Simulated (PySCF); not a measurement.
Si(H)3(Cl) anion (ClH3Si), SMILES [SiH3]Cl (connectivity only; charge and spin as stated), charge -1, multiplicity 2.

Geometry optimised at TPSSh-D3(BJ)/def2-TZVPD. The multiplicity is an assumed one; other spin states were not compared. The isomer is the one that the SMILES or the coordinates give; other isomers of the formula were not compared.

These are PBE/def2-TZVPD run with PySCF values and carry that method's errors.

Gas-phase values at a fixed geometry. A positive occupied level means that this level leaves the electron formally unbound; only the finite basis holds it.

Computed frontier levels, dipole moment and polarisability:
```
Property                                                           Result
------------------------------------------------  -----------------------
α spin, highest occupied and lowest empty level          0.99 and 3.50 eV
β spin, highest occupied and lowest empty level         -1.41 and 2.15 eV
dipole moment about the centre of nuclear charge                0.026 e·Å
mean static polarisability                          84.2 bohr³ (12.48 Å³)
polarisability, principal values                  64.1, 68.4, 120.1 bohr³
⟨S²⟩                                              0.753 (pure state 0.75)
```
